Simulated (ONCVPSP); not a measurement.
**boron, ONCV: configuration errors across variants**

boron (B), optimised norm-conserving Vanderbilt (ONCV), made with ONCVPSP 4.0.1 (BLYP, scalar-relativistic). Core [He], reference 2s1 (charge +2). Waves: 2s: rc 1.30 bohr, ncon 3, nbas 6, qcut 5.4 1/bohr, 3 projectors, debl 1.1 Ha; p scattering state at 0.07 Ha: rc 1.35 bohr, ncon 4, nbas 8, qcut 4.9 1/bohr, 1 projector; d scattering state at 0.28 Ha: rc 1.10 bohr, ncon 4, nbas 8, qcut 7.5 1/bohr, 3 projectors, debl 3.5 Ha. Local part: polynomial inside 1.00 bohr (lpopt 3, dvloc0 -1 Ha). Core correction: polynomial model core, fcfact 0.65.

In the s channel the program set the typed energies aside and used -1.156, 0.250, 1.350 Ha. In the p channel the program set the typed energies aside and used 0.050 Ha.

All-electron excitation energies from the reference (eV): (1) 2s2 2p1 -33.523; (2) 2s2 -25.350; (3) 2s2 2p0.5 -30.666; (4) 2s0 2p3 -21.925.

A true bound ghost makes a file unfit for plane-wave use even where its test errors are small: the radial tests pick states by their node count and pass the ghost by.

Errors AE − PS in meV (a dash: test not solved or not reliable):

| change | (1) | (2) | (3) | (4) | bound ghosts | GHOST(+) flags above zero |
| --- | --- | --- | --- | --- | --- | --- |
| base | -30 | +18 | -10 | -137 | none | s |
| s: qcut 3.3 | -42 | +9.3 | -22 | -101 | s | none |
| s: qcut 3.6 | -41 | +10 | -21 | -108 | s | none |
| s: qcut 4.3 | -36 | +13 | -16 | -120 | s | none |
| s: qcut 4.8 | -33 | +15 | -13 | -130 | s | none |
| s: qcut 5.8 | -29 | +19 | -8.4 | -141 | none | s |
| s: qcut 6.3 | -27 | +20 | -7.1 | -145 | none | s |
| s: qcut 7 | -27 | +21 | -6.3 | -150 | s | none |
| s: qcut 7.5 | -26 | +21 | -5.7 | -152 | s | none |
| s: qcut 8.1 | -26 | +21 | -5.5 | -153 | s | none |

Problem. Give the same row for: s: qcut 5.5.

Solution. -30, +18, -9.7, -139; bound ghosts: none; GHOST(+) flags above zero: s.
